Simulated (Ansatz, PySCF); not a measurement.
This Ansatz (a program for electronic structure) input computes a BLYP/def2-TZVPD energy:

Ansatz 0.2 input:
```yaml
crystal:
  periodic: [false, false, false]
  atoms:
    - {symbol: Sn, position_ang: [-0.00000000, -0.00000000, -0.28788838]}
    - {symbol: F, position_ang: [0.00000000, 0.00000000, 1.59937991]}
basis:
  gaussian:
    orbitals: def2-TZVPD
hamiltonian:
  xc: {name: BLYP}
total_charge: 1
output: {forces: true}
```

Problem. Write an input for the same energy in PySCF and say what it gives.

Solution. 
```python
from pyscf import gto, scf, dft

mol = gto.M(
    atom='''
    Sn   -0.00000000   -0.00000000   -0.28788838
    F     0.00000000    0.00000000    1.59937991
    ''',
    basis='def2-tzvpd',
    ecp='def2-tzvp',
    charge=1,
    spin=0,
    verbose=4,
)

mf = dft.RKS(mol, xc='blyp').density_fit(auxbasis='def2-universal-jkfit')
mf.grids.level = 3
mf.conv_tol = 1e-9
mf.max_cycle = 100
mf.max_memory = 1500
mf.kernel()
if not mf.converged:
    mf = mf.newton()
    mf.kernel(mf.make_rdm1())
mf.analyze()
```
It gives -313.90613 Eh, and Ansatz -313.90611 Eh, a difference of 0.02 mEh, from the treatment of integrals and grids.
